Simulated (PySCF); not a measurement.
Species: C4H6F3Si (doublet state).
Z-matrix (Å and degrees, GFN2-xTB geometry), rows numbered from 1:
```
C 
Si  1  1.8954
C   2  1.8986  1  115.95
C   2  1.8774  1  113.54  3  -127.65
F   4  1.3570  2  115.52  1   161.04
C   4  1.3358  2  127.17  1   -29.11
F   6  1.3305  4  127.46  2  -171.71
F   6  1.3359  4  122.23  2     9.65
H   1  1.0849  2  111.92  3  -177.20
H   1  1.0883  2  110.58  3    62.78
H   1  1.0857  2  110.74  3   -56.58
H   3  1.0861  2  111.18  1  -173.78
H   3  1.0890  2  110.68  1   -54.08
H   3  1.0858  2  111.38  1    65.70
```

The hyperfine couplings belong to this conformer and change with its torsions.

The species is `C[Si](C)C(F)=C(F)F` [radical].

Method used: UKS B3LYP, pcH-1 on C F H Si, non-relativistic, mean-field spin-orbit, GIAO in PySCF. The structure is a single GFN2-xTB conformer in the gas phase; no vibrational or solvent corrections. Couplings are sensitive to structure, and on GFN2-xTB geometries they can be far from those on DFT ones, by a factor of two or more for some ions and for spin on atoms past the first row. No stability test was run, so a lower SCF solution isn't excluded.

Q: What is the g tensor, term by term?

A: 
| Δg (ppm) | 1 | 2 | 3 |
| --- | --- | --- | --- |
| relativistic mass correction | -157 | -157 | -157 |
| gauge correction | 6 | 67 | 73 |
| orbital Zeeman/spin–orbit | -93 | 920 | 2366 |
| total | -243 | 830 | 2282 |

So g = 2.00208, 2.00315, 2.00460 and g_iso = 2.00328; the tensor is rhombic: the two nearest values differ by 43 % of g3 − g1. Axes: g2 points within 15° of the C6–F8 bond and g3 points within 10° of the C6–F7 bond.

Q: What are the electron Larmor frequencies g μB B/h along the three axes at 3350 mT?

A: 93.8722, 93.9225, 93.9906 GHz for g1, g2 and g3, a range of 118.4 MHz.

Q: At 9.458 GHz, how far is the centre of the isotropic spectrum from where a free electron (g = 2.002319) resonates?

A: B = hν/(g μB) with μB/h = 13.99624 MHz/mT gives 337.48 mT for the free electron and 337.32 mT at g_iso, 0.16 mT lower.

Q: Average each term over the three axes. Which is largest in size?

A: The orbital-Zeeman/spin–orbit term 1065, the mass correction -157 and the gauge correction 48 ppm, for a total of 956 ppm. The orbital-Zeeman/spin–orbit term is the largest in size. The mass correction is the same along every axis, so the anisotropy comes from the other two: their spans along these axes are 66 (gauge) and 2459 ppm (orbital Zeeman/spin–orbit).

Q: In a frozen sample, at which fields do the three g values resonate at 9.5, 34, 94 and 263 GHz (hyperfine left aside), and which band first spreads them over more than twice a line width of 0.5 mT?

A: 
```
band    GHz  B(g3) mT  B(g2) mT  B(g1) mT  spread mT
   X    9.5    338.60    338.84    339.02       0.43
   Q   34.0   1211.82   1212.70   1213.35       1.53
   W   94.0   3350.34   3352.76   3354.56       4.23
   J  263.0   9373.81   9380.60   9385.63      11.82
```

The spread grows in proportion to the frequency. Q band is the first where it exceeds 1.0 mT.

Largest spin populations (Mulliken): Si2 (+0.89), C6 (+0.16) and C4 (-0.10). The positive populations add up to 1.12 and the negative ones to -0.12, together 2S = 1. The angles at Si2 add up to 338.7°, so it is pyramidal.

The HOMO–LUMO gaps are 5.12 eV among the α and 4.88 eV among the β orbitals.
